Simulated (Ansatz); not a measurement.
One elementary step

Start structure (SiN₂H₁₀O, closed shell), relaxed at PBE0-D4/def2-TZVP:

| atom | x (Å) | y (Å) | z (Å) |
| --- | --- | --- | --- |
| Si1 | 0.5910 | 0.8792 | 0.4170 |
| H2 | -0.5527 | 0.1659 | 1.0520 |
| H3 | 1.3880 | 0.0447 | -0.5135 |
| H4 | 0.1118 | 2.1287 | -0.2332 |
| N5 | 1.6732 | 1.1682 | 1.7460 |
| H6 | -1.1995 | -0.9414 | -1.5068 |
| N7 | -1.0946 | 0.0610 | -1.6366 |
| H8 | -0.7943 | -1.7215 | 0.5734 |
| O9 | -1.0434 | -2.4872 | 0.0428 |
| H10 | 2.6151 | 1.4676 | 1.5453 |
| H11 | 1.3300 | 1.6465 | 2.5649 |
| H12 | -2.0202 | 0.4715 | -1.6385 |
| H13 | -0.6900 | 0.2208 | -2.5506 |
| H14 | -0.3142 | -3.1039 | 0.1380 |

The step: SiNH₅ ([NH2][SiH3]) + H₂O + NH₃ → SiN₂H₆ ([NH2][SiH2][NH2]) + H₂O + H₂; bonds formed: Si1–N7, H2–H8, H6–O9; bonds broken: Si1–H2, H6–N7, H8–O9. Computed with Ansatz 0.2.0 (basis: def2-TZVPP and def2-QZVPP); correlated methods freeze the cores. Extrapolation: Hartree–Fock as exp(−7.88 √X), correlation as X^−2.97. Energies below are by CCSD(T) at an estimated basis limit (MP2 extrapolated from triple and quadruple zeta, plus CCSD(T) − MP2 in triple zeta).

What are the electronic barrier and the energy of the step, from the start structure to the end structure? (Judge from chemistry; the value comes from the calculation.)

Computed: Barrier 32.76 kcal/mol; step energy -11.59 kcal/mol (downhill); reverse barrier, their difference, 44.36 kcal/mol. Barrier and step energy count from the start structure, the reverse barrier from the end structure.

The saddle point: One imaginary mode of 1411i cm⁻¹.
```csv
pair,start (Å),saddle (Å),end (Å)
Si1–N7,2.78,1.85,1.74
H2–H8,1.96,1.00,0.75
H6–O9,2.19,1.27,0.98
Si1–H2,1.49,1.89,4.55
H6–N7,1.02,1.22,1.97
H8–O9,0.96,1.25,2.55
```

Zero-point energy (harmonic, PBE0-D4): ZPE is 70.18 kcal/mol at the start and 68.38 kcal/mol at the saddle, so the barrier goes from 32.76 to 30.97 kcal/mol.

T1 diagnostic: at most 0.011.

Labels in which every atom is bracketed show which atoms are joined, not bond orders.

For scale, one of the runs: CCSD(T)/def2-TZVPP, 275 basis functions, launched by `ansatz run in.yaml --threads 8 --pin off --events-out ev --progress --plain --max-ram 19148MiB`. Time: 120 s of wall clock on 8 CPU threads of an Arm Neoverse V1; the host was shared. Peak host memory: 7.7 GiB.
